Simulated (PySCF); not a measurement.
C₂H₄N, SMILES CC#[NH+], charge +1.

Coordinates come from a PBE-D3(BJ)/def2-TZVP optimisation. The isomer is the one that the SMILES or the coordinates give; other isomers of the formula were not compared.

Calculation: PBE0/def2-TZVPD run with PySCF.

Isolated molecule, no solvent.

```yaml
total_energy: -132.95232 hartree
point_group: C3v
highest_occupied_level: -17.23 eV
lowest_empty_level: -6.85 eV
orbital_gap: 10.38 eV
dipole_moment_about_the_centre_of_nuclear_charge: 0.91 D
mean_static_polarisability: 26.4 bohr³ (3.90 Å³)
polarisability_principal_values: 20.0, 20.0, 39.0 bohr³
```
